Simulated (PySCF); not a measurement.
H9OPSi3.
SMILES: `O[SiH2][SiH2]P[SiH3]`

Torsions of this conformer, `[OH:1][SiH2:2][SiH2:3][PH:4][SiH3:5]`: O1–Si2–Si3–P4 176°, Si2–Si3–P4–Si5 165°, H–O1–Si2–Si3 178°.

The closed-shell ground state was solved at several levels (PySCF, density fitting, gas phase, non-relativistic). One conformer (not necessarily the lowest) at the PBE0-D3(BJ)/def2-SVP geometry, without solvent, vibrations or thermal averaging.

| level | basis functions | total energy (Eh) | HOMO (eV) | LUMO (eV) | gap (eV) | dipole (D) |
| --- | --- | --- | --- | --- | --- | --- |
| PBE0/6-31G | 79 | -1289.6887 | -7.24 | -0.55 | 6.69 | 1.63 |
| PBE0/aug-cc-pVDZ | 212 | -1289.9377 | -7.42 | -0.91 | 6.51 | 1.30 |
| PBE0/6-311+G(2d,p) | 221 | -1289.9947 | -7.44 | -0.95 | 6.49 | 1.41 |
| wB97X-D/pcSseg-1 | 158 | -1290.4169 | -9.25 | 1.03 | 10.28 | 1.53 |
| KT2/pcSseg-1 | 158 | -1301.9886 | -6.45 | -1.64 | 4.81 | 1.45 |
| PBE0/pcSseg-0 | 79 | -1288.2635 | -7.44 | -0.67 | 6.77 | 1.74 |
| PBE0/IGLO-III | 301 | -1290.0057 | -7.42 | -0.76 | 6.66 | 1.34 |

Estimate the row for LDA/pcSseg-1, a basis of 158 functions; the other rows only guide the guess.

Total energy -1285.1388 Eh, HOMO -6.45 eV, LUMO -1.74 eV, gap 4.71 eV, dipole 1.56 D.

Over all these levels, which gives the widest orbital gap and which the narrowest?

wB97X-D/pcSseg-1 (range-separated hybrid) has the widest, 10.28 eV, and LDA/pcSseg-1 (LDA) the narrowest, 4.71 eV. The two share the basis. From the narrowest to the widest the HOMO moves by -2.80 eV and the LUMO by +2.77 eV.

How much does the basis alone move the frontier levels among the 5 PBE0 rows?

The HOMO by 0.20 eV and the LUMO by 0.40 eV. By rising basis size (HOMO, LUMO in eV): 6-31G -7.24, -0.55; pcSseg-0 -7.44, -0.67; aug-cc-pVDZ -7.42, -0.91; 6-311+G(2d,p) -7.44, -0.95; IGLO-III -7.42, -0.76.

How far do the dipole and the HOMO energy spread over the levels?

The dipole runs from 1.30 to 1.74 D (mean 1.50 D) and the HOMO from -9.25 to -6.45 eV.

wB97X-D is run here without its empirical dispersion term; that term would change no orbital, density or response property at a fixed geometry.
